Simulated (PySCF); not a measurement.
A ladder of Hamiltonians for Cd⁴²⁺ (cadmium, charge +42)

Occupied: 1s1/2, 2s1/2, 2p1/2. Hartree-Fock calculated with PySCF 2.14 in an even-tempered Gaussian basis (19 s from 6.8 bohr⁻², ratio 2.3; 14 p from 8.2 bohr⁻², ratio 2.3), Gaussian nucleus throughout. NR is non-relativistic, sf-X2C the spin-free one-electron X2C Hamiltonian, X2C adds the bare one-electron spin-orbit term, X2C-SNSO screens it by Boettger's factors, DC is four-component Dirac-Coulomb, and the Gaunt and Breit terms are added at first order (total energies over the DC spinors, levels after relaxing the spinors in that mean field). QED terms are absent. Levels marked empty are virtual spinors of this ion.

```csv
level (eV),X2C,X2C-SNSO
1s1/2,-30355.8,-30356.5
2s1/2,-7029.1,-7029.3
2p1/2,-6894.0,-6887.2
2p3/2 (empty),-6461.7,-6464.7
3s1/2 (empty),-2909.9,-2910.0
```

Problem. Where do the four-component calculations put these levels?

Solution. 1s1/2: DC -30373.0, DC+Gaunt -30321.3, DC+Breit -30322.9; 2s1/2: DC -7031.3, DC+Gaunt -7026.3, DC+Breit -7026.8; 2p1/2: DC -6888.8, DC+Gaunt -6878.4, DC+Breit -6879.6; 2p3/2 (empty): DC -6465.0, DC+Gaunt -6459.8, DC+Breit -6461.0; 3s1/2 (empty): DC -2910.5, DC+Gaunt -2909.1, DC+Breit -2909.3 (eV).

```
Hamiltonian  E (hartree)  E − E(DC) (hartree)  CPU seconds
        X2C   -3414.6689               0.5170         0.38
   X2C-SNSO   -3414.1634               1.0225         0.38
         DC   -3415.1860               0.0000           16
   DC+Gaunt   -3412.6164               2.5696           33
   DC+Breit   -3412.7497               2.4362           95
```

Weight of the small component: 1s1/2 0.0311, 2s1/2 0.00718, 2p1/2 0.00714, 2p3/2 0.00679, 3s1/2 0.00290.

Koopmans' value for the highest occupied level at DC+Breit: 6879.6 eV, against an ionisation energy of 6869 ± 8 eV (semi-empirical (NIST evaluation); NIST Atomic Spectra Database, ionization energies); the former lacks relaxation, correlation, QED and recoil.

The whole ladder took 150 s of wall time on 1 thread of Neoverse-N1 (shared host), launched as `OMP_NUM_THREADS=1 python relrun2.py TASK.json OUT` (a driver that calls PySCF for each Hamiltonian).

Dirac-Coulomb iterations, started from the X2C spinors:

```
with_ssss True, with_gaunt False, with_breit False
light speed = 137.03599967994
init E= -3403.63779896379
cycle= 1 E= -3415.18587428178  delta_E= -11.5  |g|= 0.852  |ddm|= 0.0534
cycle= 2 E= -3415.18596569667  delta_E= -9.14e-05  |g|= 0.00301  |ddm|= 0.00105
cycle= 3 E= -3415.18596570324  delta_E= -6.57e-09  |g|= 3.37e-05  |ddm|= 1.86e-05
```
